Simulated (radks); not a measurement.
Results of a calculation; reference values are marked as such.
Task: The mean radii <r> (bohr) of the occupied orbitals of an atom or ion are listed with their occupations. Level of theory: Dirac Kohn-Sham, SOGGA, spin-unpolarised, spherical densities, point nucleus (a radial shooting solver on a logarithmic mesh with Libxc functionals).

orbital  occ.      <r>
1s1/2       2  0.01715
2s1/2       2  0.07170
2p1/2       2  0.05907
2p3/2       4  0.06750
3s1/2       2   0.1866
3p1/2       2   0.1768
3p3/2       4   0.1923
3d3/2       4   0.1676
3d5/2       6   0.1724
4s1/2       2   0.4150
4p1/2       2   0.4179
4p3/2       4   0.4519
4d3/2       4   0.4618
4d5/2       6   0.4730
5s1/2       2   0.9501
4f5/2       6   0.5122
4f7/2       8   0.5195
5p1/2       2    1.028
5p3/2       4    1.122
5d3/2       4    1.463
5d5/2       3    1.508

Name the element and its charge. Open shells, if any, fill j = l - 1/2 first.

Result: Z = 78, platinum, charge +3: Pt3+ in [Xe] 4f14 5d7. The 1s radius gives Z: for a bare nucleus <r> = (2 gamma + 1)/(2Z) with gamma = sqrt(1 - (Z/c)^2), 0.01695 bohr for Z = 78, and screening makes it slightly larger (0.01715 here). The occupations add up to 75, and the charge is Z minus that.
